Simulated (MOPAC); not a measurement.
MOPAC input (AM1):

```
AM1 1SCF CHARGE=-1 GEO-OK AUX(PRECISION=9) THREADS=1
H3BN

B    -0.91474652 1   -0.10148148 1   -0.02466265 1
N     0.52235394 1   -0.06411667 1    0.01039311 1
H    -1.26973164 1    1.09815991 1    0.00322334 1
H     1.12003754 1    0.76684294 1    0.04962353 1
H     1.06694913 1   -0.90877879 1   -0.00228534 1
```

Task: What heat of formation does the run end on, and which ionisation energy by Koopmans theorem?

Result: 32.65 kcal/mol; 0.26 eV.
